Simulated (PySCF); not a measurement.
**Bismuth: a sound run and one with changed settings**

Sound run: Bi⁺ [Xe] 4f14 5d10 6s2 6p2, Bi²⁺ [Xe] 4f14 5d10 6s2 6p1. Computed with PySCF 2.14 in aug-cc-pVDZ-PP with ECP60MDF (5s4p3d, 32 functions), with a scalar-relativistic core potential. In the sound run the correlated levels freeze 5s2 5p6 5d10 outside the core potential. The sound run starts from symmetry-adapted Hartree-Fock orbitals and uses a fine grid where one is needed.

Changed run: initial guess 1e, at most 50 SCF cycles.

```json
{"species": "Bi⁺", "method": "UHF", "sound run (hartree)": "-213.28874", "changed run (hartree)": "-213.28874", "converged": "yes"}
{"species": "Bi⁺", "method": "MN15", "sound run (hartree)": "-213.86226", "changed run (hartree)": "-213.86226", "converged": "yes"}
{"species": "Bi⁺", "method": "CCSD(T)", "sound run (hartree)": "-213.32886", "changed run (hartree)": "-213.32886", "converged": "yes"}
{"species": "Bi²⁺", "method": "PBE", "sound run (hartree)": "-213.73722", "changed run (hartree)": "-213.73722", "converged": "yes"}
{"species": "Bi²⁺", "method": "MP2", "sound run (hartree)": "-212.74882", "changed run (hartree)": "-212.74882", "converged": "yes"}
```

Here the plain start reaches the same solutions.
